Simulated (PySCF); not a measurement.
SMILES [c]1cccc(c1)O (C₆H₅O), doublet, B3LYP/def2-SVP optimised geometry.

```
12

O      0.75    -2.31     0.00
C      0.12    -1.10     0.00
C     -1.29    -1.10     0.00
C     -1.91     0.13     0.00
C     -1.29     1.36     0.00
C      0.12     1.33     0.00
C      0.81     0.12     0.00
H      1.70    -2.17     0.00
H     -1.83    -2.05     0.00
H     -1.83     2.31     0.00
H      0.68     2.27     0.00
H      1.91     0.11     0.00
```

Density from unrestricted B3LYP/def2-TZVP (PySCF) at that geometry.

Minimum of the electron density along straight lines between bonded atoms, close to the bond critical point (lines longer than 1.1 times the sum of covalent radii, or with two minima, are not listed):

```tsv
bond	length / Å	ρ at the minimum / e bohr⁻³	∇²ρ there / e bohr⁻⁵	position (fraction from the first atom)
O1–C2	1.357	0.298	?	0.66
C2–C3	1.411	0.308	-0.88	0.52
C3–C4	1.375	0.324	-0.95	0.49
C4–C5	1.381	0.321	-0.94	0.51
C5–C6	1.405	0.307	-0.87	0.50
C2–C7	1.405	0.313	-0.91	0.52
C6–C7	1.399	0.314	-0.91	0.50
O1–H8	0.966	?	?	0.80
C3–H9	1.093	0.279	-0.98	0.65
C5–H10	1.093	0.280	-0.98	0.65
C6–H11	1.094	0.281	-0.99	0.65
C7–H12	1.095	0.277	-0.96	0.64
```

### Question
Some entries are withheld; supply them.

### Answer

- O1–C2, ∇²ρ there / e bohr⁻⁵: -0.62
- O1–H8, ρ at the minimum / e bohr⁻³: 0.358
- O1–H8, ∇²ρ there / e bohr⁻⁵: -2.42
